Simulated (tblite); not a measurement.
Task: What does the GFN2-xTB structure of `[SiH2]([SiH2]Cl)[SiH2]CC(=C)F` look like in three dimensions?

Result: 
```
atom  x, y, z in Å
C1     3.031    0.340   -0.035
C2     1.743    0.116    0.147
F3     0.912    1.190    0.322
C4     1.010   -1.165    0.145
Si5   -0.116   -1.304   -1.414
Si6   -1.611    0.475   -1.428
Si7   -2.341    1.141    0.677
Cl8   -4.376    1.132    0.742
H9     3.713   -0.476   -0.179
H10    3.432    1.336   -0.039
H11    1.723   -1.984    0.185
H12    0.383   -1.217    1.036
H13   -0.714   -2.643   -1.308
H14    0.816   -1.370   -2.548
H15   -0.992    1.619   -2.117
H16   -2.741    0.108   -2.301
H17   -1.936    0.223    1.748
H18   -1.945    2.484    1.089
```

Orientation and origin are arbitrary. Atoms count from 1 in this order. The 2 C–C bonds span 1.320 Å (C1=C2, drawn double) to 1.475 Å (C2–C4, drawn single), a spread of 0.155 Å. Si7 (chlorine-bound silicon) is distorted tetrahedral (angles from 104.4° to 115.7°). Of the pairs four or more bonds apart, F3···Si6 is among the closest relative to their van der Waals radii: 3.15 Å, 88 % of the sum of Bondi's values. Si6 (SiH2 silicon) is distorted tetrahedral (angles from 103.8° to 114.6°).

Bonds between heavy atoms (Å): C1=C2 1.320, C2–F3 1.369, C2–C4 1.475, C4–Si5 1.928, Si5–Si6 2.324, Si6–Si7 2.325, Si7–Cl8 2.037.

Structure optimised with GFN2-xTB, isolated species.

Point group: C1 (no symmetry element, even within 0.4 Å). Its GFN2-xTB frequencies are all real (lowest 18 cm⁻¹). The numbers are those of one conformer (C1–C2–C4–Si5 -110°, C2–C4–Si5–Si6 -59°, C4–Si5–Si6–Si7 -35°, Si5–Si6–Si7–Cl8 -126°).

These are computed values.
